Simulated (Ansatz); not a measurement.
Reaction (redistribution): `[OH][SnH2][SeH]` + `F[SiH](Cl)[NH][GeH3]` → `[Cl][SnH2][SeH]` + `O[SiH](F)[NH][GeH3]`

Isolated molecules relaxed with PBE0-D4/def2-TZVP in Ansatz; ΔE leaves out vibrations. CCSD(T)/CBS is the MP2 limit (def2-TZVPP, def2-QZVPP) plus CCSD(T) − MP2 in def2-TZVPP, frozen cores. DFT in def2-TZVPP. def2 core potentials past Kr. For Ge, Se, Sn outer-core shells are correlated without core-valence functions, which leaves a few kJ/mol of doubt a bond. Scalar relativity is left out up to krypton. One conformer a species, not always the lowest.

`[OH][SnH2][SeH]`:

Cartesian coordinates in Å:
```
O -0.729 0.792 -1.384
Sn -0.137 -0.639 -0.176
Se 0.647 0.396 1.990
H -1.244 1.465 -0.933
H -1.455 -1.644 0.226
H 1.116 -1.384 -1.047
H 1.803 1.013 1.325
```

`F[SiH](Cl)[NH][GeH3]`:

Z-matrix (Å, degrees):
```
Si
Cl 1 2.043
N 1 1.686 2 109.5
F 1 1.593 2 105.5 3 122.4
H 1 1.472 2 111.0 3 -122.6
Ge 3 1.849 1 127.2 2 -154.6
H 3 1.010 1 117.2 2 33.1
H 6 1.533 3 105.9 1 9.2
H 6 1.537 3 110.0 1 -110.7
H 6 1.536 3 108.8 1 128.9
```

`[Cl][SnH2][SeH]`:

```xyz
6

Cl    2.083    0.090   -1.199
Sn   -0.086   -0.368   -0.471
Se   -0.882    1.500    1.011
H    -1.066   -0.391   -1.858
H     0.029   -1.833    0.382
H    -0.078    1.003    2.135
```

`O[SiH](F)[NH][GeH3]`:

Cartesian coordinates in Å:
```
O 1.379 -1.126 1.018
Si -0.052 -1.433 0.298
F -1.061 -2.207 1.265
N -0.806 0.025 -0.136
Ge 0.016 1.581 -0.689
H 1.389 -0.525 1.765
H 0.268 -2.361 -0.801
H -1.812 0.031 -0.214
H 0.749 2.233 0.497
H -1.098 2.506 -1.198
H 1.028 1.277 -1.805
```

(1) Is it downhill or uphill in electronic energy at CCSD(T)/CBS, and by how much? (Estimate.)

(2) What do these levels give: ωB97X-V, ωB97M-V, PBE0, MP2/def2-TZVPP, MP2/def2-QZVPP, HF/CBS(def2)? (Best estimate.)

Largest T1 diagnostic among the species: 0.012.

## Answers

(1) The calculation gave: Downhill: ΔE = -76.7 kJ/mol.

(2) Ansatz gave: ωB97X-V -75.7, ωB97M-V -77.6, PBE0 -76.6, MP2/def2-TZVPP -75.5, MP2/def2-QZVPP -75.5, HF/CBS(def2) -94.3 kJ/mol.

From PBE to PBE0 (25 % exact exchange), in def2-TZVPP and without D4, ΔE moves by −7.4 kJ/mol. In def2-TZVPP, CCSD(T) changes the Hartree–Fock value by +17.2 kJ/mol (the triples alone add +3.1 kJ/mol) and MP2 by +18.5 kJ/mol.
